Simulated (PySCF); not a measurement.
B(OH)(OMe)(OiPr), SMILES COB(O)OC(C)C (C4H11BO3), singlet (GFN2-xTB optimised geometry):

```
19

B     -0.672     1.236     0.000
O     -1.437     2.362     0.000
H     -0.951     3.186    -0.003
O      0.708     1.236     0.000
C      1.472     2.416     0.028
H      1.261     3.007     0.927
H      2.521     2.117     0.039
H      1.287     3.033    -0.858
O     -1.332     0.062     0.012
C     -0.669    -1.197     0.001
C     -0.339    -1.599    -1.435
C     -1.593    -2.211     0.669
H      0.265    -1.109     0.572
H     -1.253    -1.650    -2.021
H      0.151    -2.569    -1.449
H      0.322    -0.859    -1.879
H     -1.827    -1.892     1.681
H     -2.521    -2.285     0.108
H     -1.114    -3.186     0.703
```

Computed with CAM-B3LYP/def2-SVP in PySCF.

Task: What are the frontier orbital energies and the dipole moment?

Result: HOMO-2 -10.06 eV, HOMO-1 -9.87 eV, HOMO -9.24 eV, LUMO 2.14 eV, LUMO+1 3.04 eV; dipole moment 2.91 D.

On the same geometry PBE/def2-SVP in PySCF gives HOMO-2 -6.95 eV, HOMO-1 -6.79 eV, HOMO -6.24 eV, LUMO 0.39 eV, LUMO+1 1.30 eV; dipole moment 2.71 D.

Meta-Löwdin charges at CAM-B3LYP/def2-SVP: B1 0.53, O2 -0.49, H3 0.32, O4 -0.42, C5 -0.07, H6 0.09, H7 0.12, H8 0.09, O9 -0.41, C10 0.17, C11 -0.30, C12 -0.29, H13 0.08, H14 0.10, H15 0.10, H16 0.10, H17 0.10, H18 0.10, H19 0.09.
